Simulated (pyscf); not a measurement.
Single points on ωB97X-D3(BJ)/def2-SVP structures (PySCF, gas phase).

Task: How much does it cost (ΔH, 298 K, ωB97M-D3(BJ)/def2-TZVP) to split `[GaH2][As]([GaH2])[AsH2]` at its As–As bond into H₂Ga–As•–GaH₂ + AsH₂•?

Result: As–As to H₂Ga–As•–GaH₂ + AsH₂•: 2.07 eV. The 7 functionals that were run give +1.96 (M06-2X) to +2.49 eV (ωB97X-D3(BJ)). The radicals are drawn with the spin at the cut bond; how far it spreads was not checked. H₂Ga–As(GaH₂)–AsH₂ lies 0.33 eV over its isomer H₂Ga–AsH–GaH–AsH₂ (electronic energy, ωB97M-D3(BJ)). Other isomers of H₂Ga–As•–GaH₂ were not searched in full and may lie lower. Elements up to Kr have no core potential and no relativistic terms here.
